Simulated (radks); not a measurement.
Results of a calculation; reference values are marked as such.
Question: Ionisation of Hg2+, [Xe] 4f14 5d10, to Hg3+, [Xe] 4f14 5d9, under several functionals. Scalar-relativistic Kohn-Sham, spin-unpolarised, spherical densities, point nucleus; a radial shooting solver on a logarithmic mesh with Libxc functionals. The NIST Atomic Spectra Database gives 34.49 eV (measured). Rank these functionals by the error of their Delta-SCF ionisation energy: PBE; OLYP; B86b exchange with PBE correlation; XLYP.

Answer: From best to worst: XLYP 35.424 eV (+0.934); PBE 35.526 eV (+1.036); B86b exchange with PBE correlation 35.548 eV (+1.058); OLYP 35.607 eV (+1.117). Spin polarisation and multiplet splitting are left out, so open shells lie too high by an amount that depends on their filling. Spin-orbit splitting is averaged out at the scalar-relativistic level.

Beside tabulated values, note that spin-unpolarised runs miss the spin-polarisation part of the exchange energy of open shells.
